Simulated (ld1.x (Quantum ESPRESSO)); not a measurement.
What one change does to a pseudopotential (lutetium, RRKJ)

* Element: lutetium
* Generator: ld1.x (Quantum ESPRESSO) 7.5
* Type: norm-conserving RRKJ (Kleinman–Bylander form)
* Functional: PBEsol
* Relativity: scalar-relativistic
* Frozen core: [Xe] 4f14
* Valence charge: 3
* Reference configuration: 5d1 6s1 6p0 (charge +1)
* Partial waves: 6p (bound, empty): rc 3.25 bohr; 5d (bound): rc 2.90 bohr; 6s (bound): rc 2.40 bohr
* Local potential: the s channel
* Core correction: none
* rho0: 0.001

Change: functional PBE.

Cutoffs: the cutoffs (Ry, on a coarse ladder) from which the occupation-weighted sum of valence levels, in a spherical-Bessel basis at the reference potential, stays within 10 and 1 mRy of its value at 400 Ry; they do not see the model core or the augmentation charge, which bear on the density cutoff. Errors are all-electron minus pseudo energies relative to the spin-unpolarised reference configuration.

**Question.** Predict the effect on cutoff, ghosts and configuration errors.

**Answer.** The potential gets neither clearly harder nor softer (15 Ry and 21 Ry → 15 Ry and 21 Ry); of the 7 tests that both files solve, the error grows in 7 and shrinks in 0 by more than 15 % and 0.3 meV (median size 7.1 → 29.1 meV); neither file shows a bound ghost.

```csv
quantity,base,changed
"cutoff, loose",15 Ry,15 Ry
"cutoff, tight",21 Ry,21 Ry
bound ghosts,none,none
"error for 5d1 6s2 6p0, meV [ΔE -7.39 → -7.37 eV]",-5.9,+24
"error for 5d1 6s0 6p0, meV [ΔE 13.22 → 13.28 eV]",+67,+170
"error for 5d1 6s1.5 6p0, meV [ΔE -4.39 → -4.38 eV]",-0.6,+9.9
"error for 5d2 6s0 6p0, meV [ΔE 2.50 → 2.53 eV]",+96,+132
"error for 5d2 6s1 6p0, meV [ΔE -4.38 → -4.36 eV]",+21,+28
"error for 5d1 6s0 6p2, meV [ΔE -0.32 → -0.33 eV]",-2.7,+30
"error for 5d1 6s0 6p1, meV [ΔE 4.27 → 4.25 eV]",+7.1,+29
s: phases at 3.56 bohr within 0.05 rad from the reference energy up to (Ry; the scan ends near 5),0.7,0.7
p: phases at 3.56 bohr within 0.05 rad from the reference energy up to (Ry; the scan ends near 5),1.4,1.4
d: phases at 3.56 bohr within 0.05 rad from the reference energy up to (Ry; the scan ends near 5),0.5,0.5
```
